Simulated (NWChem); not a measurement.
# Relativistic effects in iodine monochloride (ClI)

```xyz
2

Cl     0.0000     0.0000     1.8075
I      0.0000     0.0000    -0.5798
```
Charge 0, spin multiplicity 1.

Program: NWChem. The geometry was optimised at B3LYP/def2-SVP with def2 effective core potentials on I, a minimum by its harmonic frequencies.

Functional PBE0, all-electron basis x2c-SVPall-2c, contracted for the X2C Hamiltonian and used here with ZORA. The ion keeps the geometry and has multiplicity 2 in the scalar run; the spin-orbit run starts from the same electron counts.

Costs are rough ratios of processor time within this set of runs, SCF included, with scalar ZORA as 1.

The stability of the SCF solutions was not checked.

```csv
Hamiltonian,ΔSCF ionisation energy (eV),HOMO (eV),LUMO (eV),gap (eV),relative cost
scalar ZORA,10.37,-7.81,-3.79,4.02,1
spin-orbit ZORA,[?],[?],[?],[?],under 3
```

Q: What belongs in the gaps?

A: 
- spin-orbit ZORA, ΔSCF ionisation energy (eV): 10.07
- spin-orbit ZORA, HOMO (eV): -7.53
- spin-orbit ZORA, LUMO (eV): -3.72
- spin-orbit ZORA, gap (eV): 3.81
